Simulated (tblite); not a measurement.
Species: C₈H₁₇P.
Cartesian coordinates in Å at the GFN2-xTB level; atoms count from 1:
```xyz
26
C8H17P angstrom
C      3.358   -0.684    0.720
C      2.154   -1.235    0.771
C      1.216   -1.297   -0.371
P     -0.104    0.104   -0.456
C      0.965    1.578   -0.466
C     -1.373    0.386   -1.569
C     -2.474   -0.647   -1.701
C     -0.793   -0.016    1.247
C     -1.792    1.095    1.526
H      3.748   -0.254   -0.188
H      4.001   -0.638    1.583
H      1.801   -1.664    1.699
H      0.642   -2.229   -0.365
H      1.746   -1.224   -1.326
H      1.656    1.542    0.374
H      0.332    2.460   -0.409
H      1.528    1.605   -1.397
H     -0.963    0.698   -2.532
H     -3.369   -0.156   -2.086
H     -2.718   -1.078   -0.730
H     -2.234   -1.467   -2.383
H     -1.270   -0.996    1.344
H      0.042    0.019    1.951
H     -2.561    1.107    0.757
H     -1.297    2.063    1.524
H     -2.263    0.950    2.496
```

Level: GFN2-xTB in tblite, geometry and Hessian alike; calculated harmonic values, unscaled, isolated species. This tight-binding method is rough: wavenumbers can miss measured ones by several per cent, in bad cases by 10 to 20. One conformer, not necessarily the lowest.

Harmonic wavenumbers (cm⁻¹): 41.8, 62.8, 86.5, 105.6, 124.0, 140.8, 162.7, 170.5, 190.0, 220.0, 227.6, 253.0, 283.5, 335.4, 371.5, 414.5, 529.3, 649.7, 663.9, 699.3, 717.8, 745.9, 807.1, 808.9, 855.4, 874.9, 895.6, 954.0, 978.1, 1004.1, 1013.2, 1020.0, 1041.0, 1046.9, 1077.7, 1109.0, 1165.4, 1179.8, 1216.0, 1252.8, 1286.1, 1293.5, 1298.5, 1402.7, 1405.4, 1408.8, 1417.9, 1431.7, 1439.3, 1443.6, 1485.0, 1494.5, 1501.5, 1517.9, 1684.1, 2924.7, 2930.6, 2934.5, 2937.4, 2940.0, 2948.3, 2989.6, 2999.9, 3007.6, 3008.7, 3020.7, 3022.4, 3035.3, 3049.5, 3052.1, 3097.0, 3123.9.

A = 1902, B = 870.1, C = 780.9 MHz; mass 144.107 u (most abundant isotopes); point group C1, symmetry number 1.

Task: What is the zero-point energy?

Result: Half the sum of the wavenumbers: 49014 cm⁻¹ = 586.34 kJ/mol.

Task: What is S at 500 K and 1 bar for an ideal gas of classical rigid rotors and harmonic oscillators?

Result: Translation 181.59, rotation 131.54, vibration 302.08: S = 615.2 J/(mol K).

Task: And Cp and H(500 K) − H(0)?

Result: Cp = 313.43 J/(mol K), of which vibrations give 280.17 (their classical limit is 72 R = 598.6); H(500 K) − H(0) = 91.89 kJ/mol without the zero-point energy, 75.26 from vibrations.

Task: How do the functions run with temperature in this model?

Result: 
```csv
T (K),S (J/(mol K)),Cp (J/(mol K)),H − H(0) (kJ/mol),G − H(0) (kJ/mol),ln q(vib)
100,315.8,107.7,6.76,-24.82,2.63
200,407.3,159.9,20.25,-61.20,6.81
300,481.9,212.9,38.85,-105.73,10.77
800,786.5,415.2,202.43,-426.79,28.62
1000,884.4,461.3,290.30,-594.08,35.02
```

q(vib) and H(0) count from the zero-point level.

Task: Which modes carry the vibrational entropy at 500 K?

Result: 41.8 cm⁻¹: 25.93; 62.8 cm⁻¹: 22.55; 86.5 cm⁻¹: 19.90; 105.6 cm⁻¹: 18.25; 124.0 cm⁻¹: 16.93; 140.8 cm⁻¹: 15.88 J/(mol K); the other 66 give 182.64 together.

Task: What must be added to the electronic energy to get the Gibbs energy at 500 K and 1 bar?

Result: ZPE + [H(500 K) − H(0)] − T·S = 586.34 + 91.89 − 307.61 = 370.62 kJ/mol.

Task: Blend soft modes into free rotors: weight 1/[1 + (100 cm⁻¹/ν̃)⁴] for the oscillator and the rest for a rotor with moment μB/(μ + B), μ = h/(8π²ν), B = 10⁻⁴⁴ kg m². What vibrational entropy results?

Result: 280.58 J/(mol K) in place of 302.08, which changes −T·S at 500 K by +10.75 kJ/mol.

Hindered rotation and anharmonicity are outside this model. Other conformers, if any are populated, would add a mixing term that is left out. The structure is chiral; the term R ln 2 for an equal mix with its mirror image is left out.
